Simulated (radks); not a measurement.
Values are calculated unless marked as measured or tabulated.
Problem. Isoelectronic series with 8 electrons, each ion in its NIST ground configuration. Level of theory: non-relativistic Kohn-Sham, r2SCAN, spin-polarised, spherical densities, point nucleus; open shells are filled with parallel spins first; meta-GGA in the generalised Kohn-Sham scheme (a radial shooting solver on a logarithmic mesh with Libxc functionals). Total energies (hartree) and screening constants sigma, defined by e = -(Z - sigma)^2 / (2 n^2) hartree:

| ion | configuration | E (hartree) | 2p down | 2p up |
|---|---|---|---|---|
| O | [He] 2s2 2p4 | -75.03333 | 6.587 | 6.205 |
| F+ | [He] 2s2 2p4 | -99.05038 | 6.257 | 5.983 |
| Ne2+ | [He] 2s2 2p4 | -126.58591 | 6.104 | 5.865 |
| Al5+ | [He] 2s2 2p4 | -230.24339 | 5.899 | 5.694 |
| Si6+ | [He] 2s2 2p4 | -271.80498 | 5.862 | 5.662 |
| P7+ | [He] 2s2 2p4 | -316.86922 | 5.833 | 5.637 |
| S8+ | [He] 2s2 2p4 | -365.43552 | 5.809 | 5.616 |
| Cl9+ | [He] 2s2 2p4 | -417.50343 | 5.789 | 5.598 |

Estimate the row of Mg4+ ([He] 2s2 2p4).

Solution. E (hartree) -192.18534; 2p down 5.946; 2p up 5.734.
